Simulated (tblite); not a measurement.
C₆H₁₂O₂Si.
Structure used (GFN2-xTB), in Å, numbered top down from 1:
```xyz
21
C6H12O2Si angstrom
C      3.0245    0.2704    0.3610
C      1.8271    0.4721   -0.5368
O      1.8423    1.2362   -1.4741
C      0.6181   -0.3107   -0.1502
C     -0.2646   -0.6315   -1.3632
O     -1.4630   -1.2919   -1.0403
C     -2.4418   -0.4740   -0.4461
C     -2.1156   -0.0991    1.0032
Si    -0.4180    0.7512    1.0712
H      3.4428   -0.7180    0.1799
H      3.7829    1.0186    0.1466
H      2.7258    0.3292    1.4046
H      0.9097   -1.2409    0.3411
H     -0.4715    0.2971   -1.9132
H      0.2647   -1.3146   -2.0347
H     -3.3660   -1.0580   -0.4916
H     -2.5784    0.4396   -1.0450
H     -2.9079    0.5379    1.3929
H     -2.1089   -1.0110    1.6015
H      0.1834    0.6841    2.4083
H     -0.4946    2.1304    0.5845
```

Level: GFN2-xTB in tblite, geometry and Hessian alike; calculated harmonic values, unscaled, isolated species. Errors from tens to a few hundred cm⁻¹ against measured bands are possible. Modes of hydrogen on silicon can be 10 to 20 % off. One conformer, not necessarily the lowest.

Harmonic wavenumbers (cm⁻¹): 57.8, 69.4, 106.5, 141.2, 158.7, 225.9, 245.8, 338.5, 390.1, 417.4, 456.7, 536.0, 554.9, 565.4, 595.4, 660.9, 688.7, 721.7, 762.5, 802.2, 907.1, 938.3, 958.1, 969.9, 980.4, 999.3, 1036.7, 1073.5, 1101.8, 1123.5, 1147.8, 1163.1, 1205.7, 1252.0, 1286.9, 1302.2, 1338.0, 1347.5, 1365.7, 1454.7, 1458.2, 1463.7, 1470.4, 1475.2, 1743.1, 2236.9, 2271.3, 2857.9, 2889.1, 2950.9, 2953.2, 2960.2, 2986.0, 3003.0, 3021.7, 3036.7, 3055.1.

A = 2419, B = 976.8, C = 806.1 MHz; mass 144.061 u (most abundant isotopes); point group C1, symmetry number 1.

Question: Zero-point energy?

Answer: Half the sum of the wavenumbers: 36640 cm⁻¹ = 104.76 kcal/mol.

Question: Entropy at 273.15 K, 1 bar (ideal gas, RRHO, classical rotation)?

Answer: Translation 40.40, rotation 29.25, vibration 26.96: S = 96.6 cal/(mol K).

Question: And Cp and H(273.15 K) − H(0)?

Answer: Cp = 38.16 cal/(mol K), of which vibrations give 30.21 (their classical limit is 57 R = 113.3); H(273.15 K) − H(0) = 6.18 kcal/mol without the zero-point energy, 4.01 from vibrations.

Question: Blend soft modes into free rotors: weight 1/[1 + (100 cm⁻¹/ν̃)⁴] for the oscillator and the rest for a rotor with moment μB/(μ + B), μ = h/(8π²ν), B = 10⁻⁴⁴ kg m². What vibrational entropy results?

Answer: 25.10 cal/(mol K) in place of 26.96, which changes −T·S at 273.15 K by +0.51 kcal/mol.

Question: How do the functions run with temperature in this model?

Answer: 
```
T (K)  S (cal/(mol K))  Cp (cal/(mol K))  H − H(0) (kcal/mol)  G − H(0) (kcal/mol)  ln q(vib)
  100             69.9              18.8                 1.30                -5.69       1.61
  200             86.1              29.5                 3.70               -13.53       4.23
  300            100.3              41.4                 7.24               -22.86       6.92
  500            126.7              62.6                17.75               -45.60      12.43
  800            160.9              82.9                39.85               -88.91      20.58
 1000            180.4              91.6                57.34              -123.09      25.70
```

q(vib) and H(0) count from the zero-point level.

Hindered rotation and anharmonicity are outside this model. Other conformers, if any are populated, would add a mixing term that is left out. The structure is chiral; the term R ln 2 for an equal mix with its mirror image is left out.
